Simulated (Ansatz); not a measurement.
Abridged output of a molecular run in Ansatz:

```
Functional definition: HF
1607 factors; integrals over basis functions are off by at most 8.3e-4 eV
mean field evaluation 1: about -55633.3968 eV, gradient 4.9e1 eV
mean field evaluation 2: about -55633.5947 eV, gradient 5.0e1 eV
mean field evaluation 4: about -55638.7193 eV, gradient 3.6e0 eV
mean field evaluation 8: about -55638.7963 eV, gradient 3.2e-1 eV
mean field evaluation 16: about -55638.7969 eV, gradient 1.2e-6 eV
mean field -55638.79690632 eV, -2044.6880729761 hartree, gradient 1.2e-6 eV, S^2 0.000000; 0 other end points of the search recorded, 0 dependent functions left out
21 core orbitals not correlated: weight in the atoms' cores, before any rotation towards them, 1.000 or more for the frozen orbitals, at most 0.000 for the correlated occupied ones
reference -55638.79690632 eV, -2044.6880729761 hartree; 19, 19 occupied and 223, 223 virtual orbitals, 1607 factors
second order -27.88347289 eV of doubles, -0.00000000 eV of singles
cycle   1  -28.67671509 eV  change   -7.9e-1 eV  update   1.4e-1
cycle   2  -29.30150448 eV  change   -6.2e-1 eV  update   5.5e-2
cycle   3  -29.53398154 eV  change   -2.3e-1 eV  update   2.9e-2
cycle   4  -29.52678996 eV  change    7.2e-3 eV  update   7.8e-3
cycle   5  -29.51662833 eV  change    1.0e-2 eV  update   3.7e-3
cycle   6  -29.51757429 eV  change   -9.5e-4 eV  update   1.2e-3
cycle   7  -29.51752642 eV  change    4.8e-5 eV  update   4.5e-4
cycle   8  -29.51739718 eV  change    1.3e-4 eV  update   1.6e-4
cycle   9  -29.51746997 eV  change   -7.3e-5 eV  update   6.9e-5
cycle  10  -29.51751348 eV  change   -4.4e-5 eV  update   2.3e-5
perturbative correction -1.18681358 eV, -0.0436145948 hartree
Total energy: -55669.50123338 eV, -2045.8164361837 hartree
```

Its atoms:

```xyz
8

Si    0.2036   -0.4232   -1.5312
O     0.0021    0.0053    0.0421
Sc   -0.2365    0.4976    1.8073
Cl   -1.0034    2.6089    2.2613
Cl    0.2432   -1.0329    3.4440
H    -1.1221   -0.4875   -2.1988
H     1.0534    0.5855   -2.2150
H     0.8596   -1.7537   -1.6095
```

Q: Which basis set was used?
A. cc-pV(Q+d)Z
B. def2-TZVPP
C. def2-QZVPP
D. def2-SVP

A: B. It gives 263 functions.

Q: Write the keys of the input that set method, charge and spin (a neutral closed shell needs none for the last two).

A: 
```yaml
correlation: {method: ccsd_t}
```
